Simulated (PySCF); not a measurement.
# Tin: a sound run and one with changed settings

Sound run: Sn⁺ [Kr] 4d10 5s2 5p1, Sn²⁺ [Kr] 4d10 5s2. Calculation: PySCF 2.14, in def2-SVP with the def2 core potential (28 electrons) (4s4p2d, 26 functions); a scalar-relativistic core potential. In the sound run the correlated levels freeze 4s2 4p6 4d10 outside the core potential. The sound run starts from symmetry-adapted Hartree-Fock orbitals and uses a fine grid where one is needed.

Changed run: a valence shell is frozen. This setting is unsound on purpose.

Ionisation energy of Sn⁺:

| method | sound run (eV) | changed run (eV) |
| --- | --- | --- |
| UHF | 13.718 | 13.718 |
| MP2 | 13.852 | 13.718 |
| SCS-MP2 | 13.835 | 13.718 |
| CCSD | 13.921 | 13.718 |
| CCSD(T) | 13.931 | 13.718 |
| CCSDT | n/a | 13.718 |
| FCI | n/a | 13.718 |

Freezing a valence shell removes pair correlation that changes on ionisation.

For comparison, NIST gives 14.633 eV between the lowest levels.
